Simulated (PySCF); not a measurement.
# Antimony: a sound run and one with changed settings

Sound run: Sb⁺ [Kr] 4d10 5s2 5p2, Sb²⁺ [Kr] 4d10 5s2 5p1. Calculation: PySCF 2.14, in x2c-TZVPall (8s6p4d2f, 60 functions); the spin-free X2C one-electron Hamiltonian (Gaussian nucleus). In the sound run the correlated levels freeze [Kr] 4d10. The sound run starts from symmetry-adapted Hartree-Fock orbitals and uses a fine grid where one is needed.

A second run was set up differently.

| species | method | sound run (hartree) | changed run (hartree) | converged |
| --- | --- | --- | --- | --- |
| Sb⁺ | MP2 | -6477.68147 | -6478.03260 | yes |
| Sb²⁺ | MP2 | -6477.08211 | -6477.42654 | yes |

Ionisation energy of Sb⁺:

```json
{"method": "UHF", "sound run (eV)": "16.010", "changed run (eV)": "16.010"}
{"method": "MP2", "sound run (eV)": "16.310", "changed run (eV)": "16.492"}
{"method": "SCS-MP2", "sound run (eV)": "16.247", "changed run (eV)": "16.368"}
```

Task: What was changed?
A. minimal basis
B. too few SCF iterations
C. level shift left on
D. all electrons correlated in a valence basis

Result: D. A valence basis has no tight correlating functions, so it recovers only part of the core correlation, and not evenly between atom and ion.
